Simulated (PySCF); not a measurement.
C4H6AlF, SMILES C=[CH][Al]([F])[CH]=C.

Geometry: B3LYP-D3(BJ)/def2-SVP. The structure was generated by enumeration; whether it is a known compound was not checked. One conformer was computed; it need not be the lowest.

All values below come from PySCF with TDA-PBE/def2-SVPD.

Vertical excitations. Gas-phase values at a fixed geometry. State labels are in the subgroup C2.

```csv
state,symmetry,energy (eV),λ (nm),f,main pairs
S1,A,4.52,274,0.000,HOMO→LUMO 99 %
S2,B,5.09,244,0.041,"HOMO−1→LUMO 74 %, HOMO−2→LUMO+1 24 %"
S3,A,5.15,241,0.016,"HOMO−2→LUMO 66 %, HOMO−1→LUMO+1 33 %"
S4,B,5.31,234,0.005,HOMO→LUMO+1 89 %
S5,B,5.94,209,0.009,HOMO−3→LUMO 88 %
S6,B,6.26,198,0.093,HOMO→LUMO+2 94 %
S7,A,6.32,196,0.001,HOMO−1→LUMO+2 96 %
S8,A,6.54,190,0.000,HOMO−3→LUMO+1 94 %
S9,B,6.54,189,0.066,HOMO−2→LUMO+2 99 %
S10,B,6.69,185,0.054,"HOMO−2→LUMO+1 48 %, HOMO−1→LUMO+4 25 %, HOMO−1→LUMO 13 %, HOMO→LUMO+3 8 %"
T1,B,4.04,307,0,"HOMO−1→LUMO 81 %, HOMO−2→LUMO+1 17 %"
T2,A,4.13,300,0,"HOMO−2→LUMO 67 %, HOMO−1→LUMO+1 28 %"
T3,A,4.19,296,0,HOMO→LUMO 96 %
T4,B,4.90,253,0,HOMO→LUMO+1 91 %
```
Triplets are in the Tamm–Dancoff approximation.
